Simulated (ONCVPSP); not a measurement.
## Building the ONCV potential for lithium (Li) (PBE, scalar-relativistic).

Input for ONCVPSP 4.0.1:

```
# ATOM AND REFERENCE CONFIGURATION
# atsym  z   nc   nv     iexc    psfile
  Li 3.00    1    1        4      upf
#
#   n    l    f
    1    0    2.00
    2    0    0.50
#
# PSEUDOPOTENTIAL AND OPTIMIZATION
# lmax
    2
#
#   l,   rc,      ep,       ncon, nbas, qcut
    0    2.60    0.00    3    8    3.10
    1    2.20    0.11    4    7    4.50
    2    2.70    0.37    3    8    4.20
#
# LOCAL POTENTIAL
# lloc, lpopt,  rc(5),   dvloc0
    4    5    1.85    0.00
#
# VANDERBILT-KLEINMAN-BYLANDER PROJECTORs
# l, nproj, debl
    0    2    2.00
    1    2    3.00
    2    2    1.70
#
# MODEL CORE CHARGE
# icmod, fcfact, rcfact
    3    4.75    1.70
#
# LOG DERIVATIVE ANALYSIS
# epsh1, epsh2, depsh
   -2.00    5.00    0.02
#
# OUTPUT GRID
# rlmax, drl
    6.00    0.01
#
# TEST CONFIGURATIONS
# ncnf
    2
# nvcnf
#   n    l    f
    1
    2    0    1.00
#
    2
    2    0    0.00
    2    1    1.00
#
```

Command:

```bash
oncvpsp.x < Li.dat > Li.out
```

Output (shortened: citation, most of the input echo, consistency checks and plot data are left out):

```
ONCVPSP  (Optimized Norm-Conservinng Vanderbilt PSeudopotential)
scalar-relativistic version 4.0.1

#   n    l    f        energy (Ha)
    1    0    2.00    -2.0491001E+00
    2    0    0.50    -1.9634943E-01

Reference configufation results
  iterations    26
  all-electron total energy (Ha)   -7.37691231D+00

Begin loop to  construct optimized pseudo wave functions
and semi-local pseudopoentials for all angular momenta

   Wellstate for l =  0  n =  4
     eigenvalue =   1.8037
     asymptotic potential =   2.3037
     half-point radius =  4.2623

Calculating optimized projector #   1

 for l=   0

    Fraction of norm inside rc  0.284810
    Optimizing pswf for qcut=   3.10 a_B^-1,  ecut=   4.79 Ha
    Residual kinetic energy error=  4.32D-06 Ha

    Energy error per electron        Cutoff
         Ha          eV             Ha
         0.01000     0.27211        0.45
         0.00100     0.02721        2.27
         0.00010     0.00272        3.39
         0.00001     0.00027        4.38

Calculating optimized projector #   2

 for l=   0

    Fraction of norm inside rc  0.219970
    Optimizing pswf for qcut=   3.10 a_B^-1,  ecut=   4.79 Ha
    Residual kinetic energy error=  7.09D-03 Ha

    Energy error per electron        Cutoff
         Ha          eV             Ha
         0.01000     0.27211        4.71
         0.00100     0.02721        7.44
         0.00010     0.00272       33.08
         0.00001     0.00027       49.34

WARNING wellstate: moderately localized bound state found for n= 2 l=  1
WARNING scattering state with energy  0.05000000
WARNING will be used for the first projector

   Wellstate for l =  1  n =  3
     eigenvalue =   0.0500
     asymptotic potential =   0.5500
     half-point radius = 13.7052

   Wellstate for l =  1  n =  5
     eigenvalue =   3.0500
     asymptotic potential =   3.5500
     half-point radius =  4.1661

Calculating optimized projector #   1

 for l=   1

    Fraction of norm inside rc  0.125023
    Optimizing pswf for qcut=   4.49 a_B^-1,  ecut=  10.10 Ha
    Residual kinetic energy error=  5.63D-06 Ha

    Energy error per electron        Cutoff
         Ha          eV             Ha
         0.01000     0.27211        2.14
         0.00100     0.02721        5.10
         0.00010     0.00272        7.54
         0.00001     0.00027        9.58

Calculating optimized projector #   2

 for l=   1

    Fraction of norm inside rc  0.179669
    Optimizing pswf for qcut=   4.49 a_B^-1,  ecut=  10.10 Ha
    Residual kinetic energy error=  4.59D-03 Ha

    Energy error per electron        Cutoff
         Ha          eV             Ha
         0.01000     0.27211        8.38
         0.00100     0.02721       18.30
         0.00010     0.00272       37.69
         0.00001     0.00027       43.51

   Wellstate for l =  2  n =  4
     eigenvalue =   0.3700
     asymptotic potential =   0.8700
     half-point radius =  8.5826

   Wellstate for l =  2  n =  5
     eigenvalue =   2.0700
     asymptotic potential =   2.5700
     half-point radius =  4.6954

Calculating optimized projector #   1

 for l=   2

    Fraction of norm inside rc  0.125809
    Optimizing pswf for qcut=   4.19 a_B^-1,  ecut=   8.79 Ha
    Residual kinetic energy error=  3.14D-07 Ha

    Energy error per electron        Cutoff
         Ha          eV             Ha
         0.01000     0.27211        1.26
         0.00100     0.02721        2.33
         0.00010     0.00272        4.55
         0.00001     0.00027        6.54

Calculating optimized projector #   2

 for l=   2

    Fraction of norm inside rc  0.218859
    Optimizing pswf for qcut=   4.19 a_B^-1,  ecut=   8.79 Ha
    Residual kinetic energy error=  2.16D-04 Ha

    Energy error per electron        Cutoff
         Ha          eV             Ha
         0.01000     0.27211        4.31
         0.00100     0.02721        6.83
         0.00010     0.00272        9.84
         0.00001     0.00027       29.14

Construct Vanderbilt / Kleinmman-Bylander projectors

B matrix Hermiticity error, ll=   0
   1   2   -2.0975E-05

  Orthonormal projector coefficients  7.4543E+00  5.2879E-01

B matrix Hermiticity error, ll=   1
   1   2    1.5553E-06

  Orthonormal projector coefficients -3.5091E+00 -7.6535E-01

B matrix Hermiticity error, ll=   2
   1   2    1.4271E-05

  Orthonormal projector coefficients -1.3737E+00 -1.9861E-01

Model core correction analysis
  based on d2Exc/dn_idn_j

d2excae - all-electron derivatives

   -8.359628D-02

d2excps - pseudofunction derivatives with no core correction

   -9.655613D-02

rms 2nd derivative error    1.295985E-02

rmatch, rhocmatch    1.6977    0.0273

Teter function model core charge with specified parameters

d2excps - pseudofunction derivatives with core correction

   -8.556869D-02

rms 2nd derivative error    1.972410E-03

Pseudoatom total energy   -0.119987

Diagnostic tests using Vanderbilt-Kleinman-Bylander pseudopotentials
  1 or more projectors used as specified by nproj input data

   l    rcore       rmatch      e in        delta e   norm test  slope test

   0   2.6115779   2.6908711  -0.1963494   0.0000035   1.0000254   0.9997968
   0   2.6115779   2.6908711   1.8036506   0.0001553   1.0000324   1.0000324

   1   2.2088160   2.2758804   0.0500000   0.0000006   0.9999997   0.9999997
   1   2.2088160   2.2758804   3.0500000   0.0000258   1.0000091   1.0000091

   2   2.7070163   2.7892072   0.3700000  -0.0000067   1.0000034   1.0000034
   2   2.7070163   2.7892072   2.0700000  -0.0000160   1.0000877   1.0000877

 Testing for bound ghosts
   n   l    E NL Schr. Eq   E Basis Diag.   E Cutoff

   1   0       -0.196346       -0.190639     38.16

   2   1       -0.122896       -0.094231     45.29

   3   2       -0.024996        0.058927     46.72

 Testing for highly-localized positive-energy ghosts
       l    <radius>/rc     E Basis Diag.   E Cutoff

       0        0.560081       13.392616     38.16  WARNING - GHOST(+)

Test configuration 0

   n   l     f        eae           eps        diff
   1   0  2.0000   -2.04910014
   2   0  0.5000   -0.19634943   -0.19634590    3.53D-06

    Total energies and differences
      AE_ref= -7.37691231D+00  AE_tst= -7.37691231D+00  dif=  0.00D+00
      PS_ref= -1.19987350D-01  PS_tst= -1.19987350D-01  dif=  3.33D-16
      PSP excitation error= -3.33D-16

Test configuration 1

   n   l     f        eae           eps        diff
   1   0  2.0000   -1.90562444
   2   0  1.0000   -0.10562447   -0.10585319   -2.29D-04

    Total energies and differences
      AE_ref= -7.37691231D+00  AE_tst= -7.45219754D+00  dif= -7.53D-02
      PS_ref= -1.19987350D-01  PS_tst= -1.95340826D-01  dif= -7.54D-02
      PSP excitation error=  6.82D-05

Test configuration 2

psatom: WARNING lschvkbb convergence error n,l,iter=   2   1   2
ea(ii),et,emin,emax -1.745293E-01 -1.919823E-01 -1.919823E-01 -1.919823E-01
run_config: WARNING for fully non-local PS atom, stg. 2
 WARNING no output for configuration 3
```

The run took about 2.2 s on one core of a shared server CPU.
